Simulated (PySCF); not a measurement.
Mo(S)(Cl)(OH)3 (ClH₃MoO₃S), SMILES [S]=[Mo]([OH])([OH])([OH])[Cl], multiplicity 1.

Coordinates come from a r2SCAN-D4/def2-SVP optimisation. The geometry has at least one imaginary mode, so it is a saddle point at that level. The spin state was assumed, not searched. The def2 effective core potentials stand for the cores of Mo; spin–orbit coupling is left out. One conformer was computed; it need not be the lowest.

Two levels are set side by side: TDA-PBE/def2-SVPD (PySCF) and TDA-M06-2X/def2-SVPD (PySCF). Vertical, same geometry. The lowest singlet is HOMO→LUMO+1 98 % with PBE and HOMO→LUMO 91 % with the other functional; states are paired by order. Differences are taken from unrounded values.

```csv
quantity,TDA-M06-2X,TDA-PBE,TDA-PBE minus TDA-M06-2X
lowest singlet excitation (eV),2.68,2.71,0.02
lowest triplet excitation (TDA) (eV),2.43,2.47,0.04
```

Here PBE gives about what the other level gives.

Rough cost on one machine, each run with all the roots and properties that it gave: TDA-M06-2X against TDA-PBE about 9 times.
